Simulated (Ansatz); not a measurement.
Start from `ClC1O[SiH2]1` and change one atom or group to get `CC1O[SiH2]1`.

Ansatz, PBE0-D4/def2-TZVP geometries, multiplicity 1. 

```json
{"property": "HOMO energy (B3LYP/def2-TZVPP) / eV", "`ClC1O[SiH2]1`": "-7.30"}
{"property": "LUMO energy (B3LYP/def2-TZVPP) / eV", "`ClC1O[SiH2]1`": "-1.26"}
{"property": "size of the dipole moment (ωB97M-V/def2-TZVPP) / D", "`ClC1O[SiH2]1`": "2.77"}
{"property": "HOMO–LUMO gap (PBE0/def2-TZVPP) / eV", "`ClC1O[SiH2]1`": "6.49"}
{"property": "HOMO–LUMO gap (ωB97M-V/def2-TZVPP) / eV", "`ClC1O[SiH2]1`": "10.46"}
{"property": "HOMO energy (ωB97M-V/def2-TZVPP) / eV", "`ClC1O[SiH2]1`": "-9.71"}
```

What does the change do to each property? (Estimate.)

Computed: 
| property | `CC1O[SiH2]1` | shift |
| --- | --- | --- |
| HOMO energy (B3LYP/def2-TZVPP) / eV | -7.11 | 0.19 |
| LUMO energy (B3LYP/def2-TZVPP) / eV | -0.70 | 0.56 |
| size of the dipole moment (ωB97M-V/def2-TZVPP) / D | 1.84 | -0.93 |
| HOMO–LUMO gap (PBE0/def2-TZVPP) / eV | 6.86 | 0.37 |
| HOMO–LUMO gap (ωB97M-V/def2-TZVPP) / eV | 10.81 | 0.35 |
| HOMO energy (ωB97M-V/def2-TZVPP) / eV | -9.53 | 0.18 |

With PBE0 the HOMO rises by 0.20 eV and the LUMO rises by 0.57 eV, so the gap widens by about 0.37 eV. PBE moves the HOMO by 0.17 eV and ωB97M-V by 0.18 eV. The zero-point energy changes by 97.0 kJ/mol with +9 modes. Dipoles are sizes alone; their direction can turn.

B3LYP here is the variant with VWN-RPA as its local correlation; programs differ in this.
